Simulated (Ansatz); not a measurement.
Cartesian coordinates in Å:
```
O 0.119 -1.322 1.046
C 0.130 -0.350 0.114
Si -0.955 1.132 0.516
C 0.832 -0.378 -1.020
I 2.047 -1.998 -1.508
H 0.704 -2.043 0.757
H -0.826 2.097 -0.603
H -0.504 1.752 1.787
H -2.366 0.694 0.659
H 0.819 0.418 -1.748
```

Charge 0, multiplicity 1. I: def2 effective core potential.

(1) List the r2SCAN/def2-TZVPP orbital energies in eV (the Gaussian-basis code of Ansatz). (An estimate is asked.)

## Answers

(1) The calculation gave: Occupied: -1791.24, -517.06, -274.99, -274.28, -184.90, -141.72, -131.04, -130.74, -130.73, -96.59, -96.57, -96.56, -50.81, -50.71, -50.70, -50.46, -50.46, -28.44, -20.58, -18.27, -15.94, -14.03, -13.20, -11.26, -10.65, -9.79, -9.01, -8.91, -8.39, -7.74, -7.08, -5.92. Lowest empty: -1.50, -1.11, 0.16, 0.49, 1.26, 1.32, 1.86, 2.61.
